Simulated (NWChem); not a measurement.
System: AlI3; SMILES [I][Al]([I])[I]

The following NWChem deck was run.

```
start job
memory heap 200 mb stack 900 mb global 1100 mb
geometry units angstroms noautoz
  Al     0.000000     0.000000     0.000000
  I     -1.729647     1.742598     0.000000
  I      2.373957     0.626619     0.000000
  I     -0.644311    -2.369217     0.000000
end
basis spherical
  * library def2-svp
end
ecp
  I library def2-ecp
end
dft
  xc mn15-l
  iterations 150
  mulliken
end
task dft energy
```

Coordinates come from a PBE0/def2-SVP optimisation. def2 effective core potentials on I; no spin-orbit coupling.

Problem. Predict the main results of this run. (MN15-L/def2-SVP with def2 effective core potentials on I.) Quantities: energy (Ha); highest occupied level (eV); orbital gap (eV).

Solution. 
```json
{
 "energy (Ha)": "-1132.59",
 "highest occupied level (eV)": "-6.81",
 "orbital gap (eV)": "4.41"
}
```
